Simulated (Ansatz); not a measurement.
Relaxation of C2H8SSi (12 atoms, charge 0, multiplicity 1), to a largest force component of 0.03 eV/Å in at most 50 steps.

Method: RKS B3LYP/def2-SVP in Ansatz 0.2.0.

```xyz
12
Properties=species:S:1:pos:R:3
Si 0.072 -0.416 0.171
S 1.476 -1.580 -0.980
H 0.006 -1.350 1.263
C 0.736 1.263 0.705
C -1.546 -0.256 -0.775
H 2.274 -1.836 0.081
H -0.001 1.809 1.319
H 1.654 1.142 1.303
H 0.980 1.882 -0.173
H -2.301 0.273 -0.168
H -1.404 0.316 -1.706
H -1.946 -1.247 -1.039
```

Problem. Where does it end, and by what steps?

Solution. It converged. After 6 steps the energy has fallen by 0.164 eV; H3 moved furthest, 0.34 Å.

| step | energy less start (eV) | largest force component (eV/Å) | accepted |
| --- | --- | --- | --- |
| 0 | 0.0000 | 1.195 | yes |
| 1 | -0.1392 | 0.297 | yes |
| 2 | -0.1523 | 0.230 | yes |
| 3 | -0.1445 | 0.470 | no |
| 4 | -0.1600 | 0.080 | yes |
| 5 | -0.1628 | 0.050 | yes |
| 6 | -0.1638 | 0.028 | yes |

```xyz
12
Properties=species:S:1:pos:R:3
Si 0.045 -0.459 0.234
S 1.423 -1.581 -1.024
H -0.235 -1.242 1.476
C 0.757 1.219 0.716
C -1.528 -0.275 -0.785
H 2.401 -1.672 -0.091
H 0.037 1.779 1.337
H 1.686 1.112 1.299
H 0.983 1.820 -0.179
H -2.293 0.277 -0.213
H -1.330 0.281 -1.715
H -1.946 -1.258 -1.054
```

Whether the end is a true minimum wasn't checked by a vibrational analysis.

Run time: 15 s on 2 threads of Intel(R) Xeon(R) Platinum 8488C (Sapphire Rapids), with other jobs on the host, peak memory 0.24 GiB.
